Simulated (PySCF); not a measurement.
Compound: C8H13NSi.
SMILES: `C[Si](C)(C)c1ccncc1`

Torsions of this conformer, `[CH3:1][Si:2]([CH3:3])([CH3:4])[c:5]1[cH:6][cH:7][n:8][cH:9][cH:10]1`: C1–Si2–C5–C6 -112°.

The closed-shell ground state was solved at several levels (PySCF, density fitting, gas phase, non-relativistic). Isolated species at its PBE0-D3(BJ)/def2-SVP geometry, gas phase.

| level | basis functions | total energy (Eh) | HOMO (eV) | LUMO (eV) | gap (eV) | dipole (D) |
| --- | --- | --- | --- | --- | --- | --- |
| PBE0/def2-SVPD | 308 | -656.0589 | -7.21 | -1.00 | 6.21 | 2.80 |
| PBE0/pcSseg-1 | 242 | -656.3367 | -7.21 | -0.95 | 6.26 | 2.78 |

Task: What might PBE/pcSseg-1 (242 basis functions) give for the same quantities?

Result: Total energy -656.2704 Eh, HOMO -5.64 eV, LUMO -1.84 eV, gap 3.80 eV, dipole 2.74 D.

Task: Over all these levels, which gives the widest orbital gap and which the narrowest?

Result: PBE0/pcSseg-1 (global hybrid, 25 % exact exchange) has the widest, 6.26 eV, and PBE/pcSseg-1 (GGA) the narrowest, 3.80 eV. The two share the basis. From the narrowest to the widest the HOMO moves by -1.57 eV and the LUMO by +0.89 eV.

Task: How far do the dipole and the HOMO energy spread over the levels?

Result: The dipole runs from 2.74 to 2.80 D (mean 2.77 D) and the HOMO from -7.21 to -5.64 eV.
